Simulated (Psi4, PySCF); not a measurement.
Here is a job for PySCF.
```python
from pyscf import gto, scf, cc

mol = gto.Mole()
mol.atom = '''
    C    -1.05528800   -0.06733800    0.00000000
    O    -0.83509800   -1.26168100    0.00000000
    O    -0.12407900    0.90336900    0.00000000
    H    -2.05243900    0.39112600    0.00000000
    C     1.23282000    0.41381500    0.00000000
    H     1.41704200   -0.18964400    0.88939700
    H     1.41704200   -0.18964400   -0.88939700
'''
mol.basis = '6-31g*'
mol.charge = -1
mol.verbose = 3
mol.build()

mf = scf.RHF(mol)
mf.kernel()

mycc = cc.CCSD(mf, frozen=4)
mycc.kernel()
et = mycc.ccsd_t()
print('E(CCSD(T)) = %.10f' % (mycc.e_tot + et))
```

Q: Give the equivalent Psi4 input.

A: Several could match; the one computed here: 
```
memory 2 GB

molecule mol {
-1 1
C    -1.055288   -0.067338    0.000000
O    -0.835098   -1.261681    0.000000
O    -0.124079    0.903369    0.000000
H    -2.052439    0.391126    0.000000
C     1.232820    0.413815    0.000000
H     1.417042   -0.189644    0.889397
H     1.417042   -0.189644   -0.889397
}

set {
  basis 6-31g*
  reference rhf
  freeze_core true
  mp2_type conv
  scf_type pk
  puream true
  d_convergence 1e-8
}

energy('ccsd(t)')
print_variables()
```

Both were run: PySCF gave -227.731087 Eh and Psi4 -227.731087 Eh, 0.000 mEh apart.
